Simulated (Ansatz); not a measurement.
System: C₅H₃O₂, charge 0, multiplicity 2. It need not be the lowest isomer of its formula. SMILES: O=Cc1[c]cco1
Structure (B3LYP-D3(BJ)/def2-TZVP (Ansatz, a first-principles code) minimum search):
```
C
C 1 1.3586
O 1 1.3859 2 106.79
C 3 1.3497 1 107.39 2 0.00
C 4 1.3676 3 111.70 1 0.00
H 5 1.0758 4 127.12 3 180.00
H 4 1.0767 3 116.00 1 -180.00
C 1 1.4502 2 135.90 5 180.00
O 8 1.2098 1 124.06 2 0.00
H 8 1.1072 9 122.05 1 -180.00
```
Charge 0, spin multiplicity 2.

**Question.** Give the harmonic wavenumbers at B3LYP-D3(BJ)/def2-TZVP (Ansatz, finite differences of forces, unscaled).

**Answer.** 155, 204, 240, 488, 598, 629, 756, 760, 869, 881, 960, 1015, 1082, 1127, 1170, 1222, 1380, 1425, 1476, 1569, 1761, 2919, 3259, 3277 cm⁻¹. Zero-point energy 41.8 kcal/mol.

**Question.** From these and the geometry, give the ideal-gas thermochemistry at 298.15 K and 1 atm (rigid rotor, harmonic oscillator).

**Answer.** Point group Cs, rotational symmetry number 1. Rotational constants 9.038, 2.018, 1.649 GHz. S(trans) 39.57, S(rot) 26.77, S(vib) 9.32, S(elec, spin only) 1.38, S 77.0 cal/(mol K). H(298) - H(0) 4.07 kcal/mol; G - E(el) 22.9 kcal/mol.
